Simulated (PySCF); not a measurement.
H3IrO3, SMILES [OH][Ir]([OH])[OH], multiplicity 1. Atoms are numbered in the order given.

```xyz
7

Ir    -0.0092     0.0020     0.0000
O     -0.0862     0.9061     1.5966
H      0.8169     1.0957     1.9060
O      0.1496    -1.8285     0.0000
H     -0.7452    -2.2128     0.0000
O     -0.0862     0.9061    -1.5966
H      0.8169     1.0957    -1.9060
```
Charge 0, spin multiplicity 1.

Coordinates come from a PBE0-D3(BJ)/def2-SVP optimisation. The multiplicity is an assumed one; other spin states were not compared. The def2 effective core potentials stand for the cores of Ir; spin–orbit coupling is left out. Other conformers were not sampled.

Level of theory: CAM-B3LYP/def2-TZVPD (PySCF).

Gas-phase values at a fixed geometry.

total energy: -331.81032 hartree
point group: Cs
highest occupied level: -8.10 eV
lowest empty level: -1.11 eV
orbital gap: 6.99 eV
dipole moment: 1.24 D
quadrupole, principal values (traceless, Buckingham form, about the centre of nuclear charge): -10.60, -0.32, 10.93 D·Å
mean static polarisability: 54.2 bohr³ (8.03 Å³)
polarisability, principal values: 46.4, 57.7, 58.3 bohr³
